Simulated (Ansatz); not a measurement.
This geometry of ClH + GeH4O2 (9 atoms, charge 0, multiplicity 1) is a first-order saddle point.

Theory: Ansatz 0.2.0, RKS PBE-D4/def2-SVP.

```xyz
9
Properties=species:S:1:pos:R:3
Ge 0.099 0.254 -0.061
H 0.032 -0.224 1.709
H 1.414 0.019 -0.815
O -1.115 1.485 -0.508
H -1.835 1.006 -0.968
O -0.744 -1.315 -0.394
H -1.542 -1.447 0.152
Cl 1.238 2.029 1.354
H 0.499 0.594 1.846
```

(1) Which two structures does it join? (They come from a converged band through this point; their orientation in space is the band's.)

(2) How far does it lie above each of them?

Results:

(1) Bonds broken: Ge1–H2, Cl8–H9. Bonds formed: Ge1–Cl8, H2–H9. ClH + GeH4O2 becomes ClGeH3O2 + H2.

First end point:

```xyz
9
Properties=species:S:1:pos:R:3
Ge 0.023 -0.421 0.127
H 0.271 -0.779 1.607
H 1.242 -0.214 -0.791
O -0.969 1.116 0.258
H -1.188 1.471 -0.626
O -0.961 -1.643 -0.738
H -1.716 -1.937 -0.195
Cl 1.225 2.654 1.616
H 0.118 2.154 1.057
```

Last end point:

```xyz
9
Properties=species:S:1:pos:R:3
Ge 0.298 0.511 -0.673
H -0.860 -0.512 2.994
H 1.143 0.235 -1.933
O -1.051 1.660 -0.913
H -1.770 1.229 -1.416
O -0.290 -1.072 -0.103
H -0.646 -0.998 0.805
Cl 1.491 1.475 0.863
H -0.268 -0.126 2.690
```

(2) 146.9 kJ/mol above the first and 178.5 kJ/mol above the second. This is the barrier of this one path; another mechanism may lie lower. The orbitals stay closed-shell, which can raise the energy where a bond breaks towards radicals; this wasn't checked here.

Time of the run: 4.5 min on 2 threads of Intel(R) Xeon(R) Platinum 8259CL CPU @ 2.50GHz (Skylake/Cascade Lake), with other jobs on the host, peak memory 0.17 GiB.
